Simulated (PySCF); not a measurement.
A side-by-side comparison of computed properties.

First species: C5H7ClNO2 (charge +1).
SMILES with atom numbers: `[CH3:1][O:2][CH2:3][n+:4]1[cH:5][cH:6][o:7][c:8]1[Cl:9]` (hydrogens: H10, H11, H12 on C1; H13, H14 on C3; H15 on C5; H16 on C6)

Second species: C₅H₁₁FO.
Structure used (GFN2-xTB), in Å, numbered top down from 1:
```xyz
18
C5H11FO angstrom
C     -1.6871   -1.5142   -1.0467
O     -1.4483   -0.1633   -0.7299
C     -0.0986    0.1782   -0.4824
C     -0.0231    1.6988   -0.5878
C      0.3753   -0.3331    0.8939
C      1.6424    0.3249    1.4160
F      0.6311   -1.6958    0.7923
H     -1.5299   -2.1760   -0.1903
H     -1.0435   -1.8445   -1.8705
H     -2.7293   -1.5702   -1.3561
H      0.5458   -0.2834   -1.2503
H      1.0054    2.0435   -0.5841
H     -0.4958    2.0030   -1.5174
H     -0.5676    2.1541    0.2344
H     -0.4459   -0.2386    1.6161
H      2.4233    0.2922    0.6598
H      1.4506    1.3536    1.7007
H      1.9865   -0.2229    2.2906
```

Levels: wB97X-D/def2-SVPD for HOMO energy, LUMO energy, HOMO–LUMO gap, static isotropic polarisability and electronic spatial extent ⟨r²⟩ about the centre of nuclear charge; TDDFT wB97X-D/def2-SVPD for lowest singlet excitation; TDA wB97X-D/def2-SVPD for lowest triplet excitation (Tamm–Dancoff); GFN2-xTB for rotational constant A and rotational constant C. Geometries: GFN2-xTB. All species are isolated and taken at one optimised geometry, non-relativistic unless stated; the electronic structure was computed with PySCF and density fitting.

The conformers computed, where there is a choice (atom-mapped SMILES and torsion angles):
- `[CH3:1][O:2][CH2:3][n+:4]1[cH:5][cH:6][o:7][c:8]1[Cl:9]`: C1–O2–C3–N4 172°, O2–C3–N4–C5 -115°
- `[CH3:1][O:2][C@@H:3]([CH3:4])[C@H:5]([CH3:6])[F:7]`: C1–O2–C3–C4 163°, O2–C3–C5–C6 -163°

Values for the first species:

| Property | Result |
| --- | --- |
| HOMO energy | -14.10 eV |
| LUMO energy | -4.54 eV |
| HOMO–LUMO gap | 9.56 eV |
| Lowest singlet excitation | 5.43 eV |
| Lowest triplet excitation (Tamm–Dancoff) | 4.07 eV |
| Static isotropic polarisability | 80.0 au |
| Electronic spatial extent ⟨r²⟩ about the centre of nuclear charge | 1411 bohr² |
| Rotational constant A | 2.061 GHz |
| Rotational constant C | 0.784 GHz |

(1) Estimate the same properties for the second species, and the change in each.

Results:

(1) 
| property | first | second | second less first |
| --- | --- | --- | --- |
| HOMO energy | -14.10 eV | -9.31 eV | +4.79 eV |
| LUMO energy | -4.54 eV | 2.44 eV | +6.98 eV |
| HOMO–LUMO gap | 9.56 eV | 11.75 eV | +2.19 eV |
| lowest singlet excitation | 5.43 eV | 7.69 eV | +2.26 eV |
| lowest triplet excitation (Tamm–Dancoff) | 4.07 eV | 7.62 eV | +3.55 eV |
| static isotropic polarisability | 80.0 au | 67.4 au | -12.6 au |
| electronic spatial extent ⟨r²⟩ about the centre of nuclear charge | 1411 bohr² | 876 bohr² | -535 bohr² |
| rotational constant A | 2.061 GHz | 3.299 GHz | +1.238 GHz |
| rotational constant C | 0.784 GHz | 1.430 GHz | +0.646 GHz |

On the first: The principal polarisabilities are 57.4, 85.3 and 97.3 au; their mean is the isotropic value. The 8 singlets span 5.43 to 7.95 eV, and their oscillator strengths add up to 0.31.

On the second: No computed singlet falls in the visible range (750 to 380 nm, 1.65 to 3.26 eV); S1 lies 4.43 eV above its blue end. The vertical singlet–triplet gap S1 − T1 is 0.07 eV (TDDFT singlet less Tamm–Dancoff triplet; S1: HOMO→LUMO, weight 0.47, beside HOMO→LUMO+1, weight 0.38; T1: HOMO→LUMO, weight 0.40, beside HOMO→LUMO+1, weight 0.36).
